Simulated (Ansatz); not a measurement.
Ansatz (an electronic-structure program) input (CCSD(T)/def2-SVPD):

Ansatz 0.2 input:
```yaml
crystal:
  periodic: [false, false, false]
  atoms:
    - {symbol: Au, position_ang: [-0.00000000, -0.00000000, -0.01933333]}
    - {symbol: H, position_ang: [0.00000000, 0.00000000, 1.52733346]}
basis:
  gaussian:
    orbitals: def2-SVPD
magnetization: {spin_polarized: false}
correlation: {method: ccsd_t, electrons: outside_noble_gas}
output: {forces: true}
```

End of the output:

```
integrals: 0.01 GiB planned
408 factors; integrals over basis functions are off by at most 1.1e-3 eV
mean field: 0.07 GiB planned
mean field evaluation 1: about -3681.8679 eV, gradient 2.0e1 eV
mean field evaluation 2: about -3681.8689 eV, gradient 2.0e1 eV
mean field evaluation 4: about -3682.8745 eV, gradient 1.5e0 eV
mean field evaluation 8: about -3682.8973 eV, gradient 1.2e-3 eV
mean field evaluation 16: about -3682.8950 eV, gradient 2.2e-1 eV
mean field -3682.89729320 eV, -135.3439791675 hartree, gradient 1.5e-6 eV, S^2 0.000000; 0 other end points of the search recorded, 0 dependent functions left out
4 core orbitals not correlated
reference -3682.89729320 eV, -135.3439791675 hartree; 6, 6 occupied and 33, 33 virtual orbitals, 408 factors
densities: 0.08 GiB planned
second order -8.12614414 eV of doubles, -0.00000000 eV of singles
coupled cluster: 0.07 GiB planned
cycle   1  -7.57129903 eV  change    5.5e-1 eV  update   9.8e-2
cycle   2  -7.82743033 eV  change   -2.6e-1 eV  update   3.1e-2
cycle   3  -7.88143772 eV  change   -5.4e-2 eV  update   2.5e-2
cycle   4  -7.86387351 eV  change    1.8e-2 eV  update   9.0e-3
cycle   5  -7.86669197 eV  change   -2.8e-3 eV  update   3.9e-3
cycle   6  -7.86847887 eV  change   -1.8e-3 eV  update   1.3e-3
cycle   7  -7.86768263 eV  change    8.0e-4 eV  update   3.3e-4
cycle   8  -7.86776409 eV  change   -8.1e-5 eV  update   1.4e-4
cycle   9  -7.86780621 eV  change   -4.2e-5 eV  update   3.2e-5
cycle  10  -7.86777108 eV  change    3.5e-5 eV  update   9.6e-6
cycle  11  -7.86778012 eV  change   -9.0e-6 eV  update   3.3e-6
perturbative correction -0.19994391 eV, -0.0073478031 hartree
the calculation of the forces begins
Total energy: -3690.96501722 eV, -135.6404625570 hartree
Atom 0 at    -0.000000    -0.000000    -0.019333 Å, force     0.000000     0.000000     0.204087 eV/Å
Atom 1 at     0.000000     0.000000     1.527333 Å, force    -0.000000     0.000000    -0.204087 eV/Å
Dipole moment:    -0.000000    -0.000000    -0.309270 e Å
```
